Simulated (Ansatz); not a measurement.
**Relaxing a trial structure of C2HF3Si**

The starting geometry of this gas-phase singlet was optimised with GFN2-xTB; its bonds are those of `FC1=C[Si]1(F)F`.

```tsv
atom	x (Å)	y (Å)	z (Å)
C	-1.9620	-0.4571	-0.2048
C	-1.6649	-0.7329	1.0850
F	-3.0129	0.1109	-0.7989
F	0.0383	-2.7505	-0.5109
F	1.0918	-0.5638	-0.2742
Si	-0.3136	-1.2707	-0.0565
H	-2.1379	-0.5998	2.0410
```

Predict what it relaxes into with PBE0-D4/def2-SVP.

It keeps its bonds, and is `FC1=C[Si]1(F)F`.

The energy falls by 0.15 eV over 6 steps:

| step | E − E(last) (eV) |
| --- | --- |
| 1 | 0.154 |
| 2 | 0.036 |
| 3 | 0.001 |
| 4 | 0.000 |
| 5 | 0.000 |
| 6 | 0.000 |

Final geometry (Å):

```xyz
7

C    -1.9353   -0.4674   -0.2227
C    -1.6262   -0.7508    1.0679
F    -2.9730    0.0928   -0.7897
F    -0.0241   -2.7677   -0.4827
F     1.0661   -0.5095   -0.2479
Si   -0.3506   -1.2476   -0.0789
H    -2.1183   -0.6135    2.0347
```

Frequencies at the end are all real (lowest 141 cm⁻¹). Run with Ansatz 0.2.0, 11 s on 2 threads of Arm Neoverse V1 (shared host).
